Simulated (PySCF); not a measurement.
**Se²⁺ (selenium, charge +2) across methods**

[Ar] 3d10 4s1 4p2 5s1, high-spin 5P determinant (an excited configuration). All numbers are calculated (PySCF 2.14, a scalar-relativistic core potential, in aug-cc-pVTZ-PP with ECP10MDF).

```
 method  E (hartree)  mean ε 4s α (eV)  mean ε 4p α (eV)  mean ε 5s α (eV)  Σ⟨r²⟩ (bohr²)   ⟨S²⟩
    PBE    -371.0562           -44.026           -31.083           -14.072          35.88  6.001
   PBE0    -371.0332           -46.289           -32.669           -14.598          36.02  6.001
   BP86    -371.2038           -44.120           -31.156           -14.237          35.68  6.001
 r2SCAN    -370.9315           -45.086           -31.790           -14.040          36.12  6.001
    UHF   -369.92197           -51.972           -36.502           -15.840          35.37  6.001
wB97M-V    -370.8690           -48.935           -35.052           -16.244          35.94  6.001
    LDA    -370.4834           -44.263           -31.137           -14.261          35.63  6.001
   BLYP    -371.0174           -43.799           -30.787           -13.870          35.91  6.000
```

Energies and moments cover only the electrons outside the core potential. The outer electron is Rydberg-like, and this basis confines it to a smaller radius and binds it less than a complete one would.
